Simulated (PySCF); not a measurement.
C2H5FSi2, SMILES C([Si@H]([SiH3])F)#C. Geometry: PBE-D3(BJ)/def2-SVP. The structure was generated by enumeration; whether it is a known compound was not checked.

Computed equilibrium geometry at PBE-D3(BJ)/def2-SVP (PySCF confirms it by a frequency run) as Cartesian coordinates in Å:
```xyz
10

C      2.0596     1.9436     0.2636
C      1.3354     1.0173    -0.0958
Si     0.1792    -0.3191    -0.5835
F      0.8137    -1.7703    -0.1381
Si    -1.8605    -0.0020     0.5403
H      2.7040     2.7561     0.5752
H      0.0402    -0.3251    -2.0784
H     -2.8363    -1.0930     0.1909
H     -1.6231    -0.0009     2.0251
H     -2.4382     1.3257     0.1280
```
